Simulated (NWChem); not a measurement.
SnHOF, singlet; SMILES [Sn]([OH])[F]

```xyz
4

Sn     0.3695     0.0310     0.0000
F     -0.8606    -1.5009     0.0000
O     -1.0951     1.3742     0.0000
H     -1.9713     0.9642     0.0000
```
Atoms are numbered in this order, from 1.

All runs: NWChem. Low-valent species are run as closed-shell singlets; no triplet was tried in these runs. The geometry was optimised at PBE0/def2-SVP. def2 effective core potentials on Sn; no spin-orbit coupling. Ions are spin-unrestricted doublets at the neutral geometry; other ion states weren't tried. Functional: LC-ωPBE (HJS hole) with def2-SVP; rows give the range parameter ω in 1/bohr.

**Question.** At which range parameter does −ε(HOMO) equal the ΔSCF ionisation energy (optimal tuning)?

**Answer.** about 0.43 per bohr, by linear interpolation in these runs:
```
range parameter (1/bohr)  vertical ionisation energy, ΔSCF (eV)  −ε(HOMO) (eV)  ΔSCF minus −ε(HOMO) (eV)
------------------------  -------------------------------------  -------------  ------------------------
0.15                                                      10.19           8.71                      1.48
0.25                                                      10.34           9.63                      0.71
0.35                                                      10.49          10.26                      0.23
0.40                                                      10.56          10.49                      0.07
0.50                                                      10.66          10.84                     -0.18
```
